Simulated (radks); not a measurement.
Values are calculated unless marked as measured or tabulated.
Valence configurations of V III (all share [Ar]). Level of theory: non-relativistic Kohn-Sham, LDA (Slater exchange, Perdew-Wang correlation), spin-polarised, spherical densities, point nucleus; open shells are filled with parallel spins first (a radial shooting solver on a logarithmic mesh with Libxc functionals). Energies are relative to 3d3; eigenvalues in eV for spin up.

valence	E (eV)	moment (Bohr magnetons)	e(3d)	e(4p)	e(4s)
3d3	0.000	3	-22.673	-	-
3d2.5 4s0.5	2.566	3	-25.325	-	-19.515
3d2.5 4p0.5	5.095	3	-25.827	-14.782	-
3d2 4s1	5.859	3	-28.111	-	-20.706
3d2 4p1	11.116	3	-29.095	-16.012	-
3d1 4s1 4p1	20.785	3	-35.081	-17.753	-23.449

NIST lists [Ar] 3d3 as the ground configuration; this level of theory agrees among the configurations tried. The energies are those of spherical high-spin densities, not of single terms.
